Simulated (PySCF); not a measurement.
Electron correlation in Zr⁻ (zirconium, charge -1)

Starting occupation: [Kr] 4d3 5s2, 4d3/2 with m_j = -1/2, +1/2, +3/2. All numbers are calculated (PySCF 2.14, X2C-1e with screened-nucleus spin-orbit coupling, Gaussian nucleus, in x2c-SVPall-2c with one added diffuse shell each of s, p, d type (7s9p7d1f, 76 functions)). Frozen: [Ar] 3d10; 13 electrons correlated; the 6 highest virtual spinors left out.

MP2 pair energies summed by pair of shells (mhartree):

| pair | energy | share (%) |
| --- | --- | --- |
| 4p-4p | -86.93 | 39.2 |
| 4d-4p | -61.05 | 27.5 |
| 4p-4s | -14.93 | 6.7 |
| 4d-5s | -14.80 | 6.7 |
| 4p-5s | -13.64 | 6.1 |
| 4d-4d | -13.33 | 6.0 |
| 5s-5s | -8.73 | 3.9 |
| 4s-4s | -4.21 | 1.9 |
| 4d-4s | -3.55 | 1.6 |
| 4s-5s | -0.68 | 0.3 |

Total MP2 correlation energy: -221.85 mhartree.

The GHF reference relaxed away from the jj start to a determinant that is no pure jj level (⟨S²⟩ = 4.22, ⟨J²⟩ = 7.10); the energies belong to that determinant.

The Hartree-Fock reference does not bind the outermost electron (its level is positive or very diffuse), so these energies belong to a reference that the basis holds together.

This basis was not built for core-valence correlation, so the inner-shell part is incomplete.
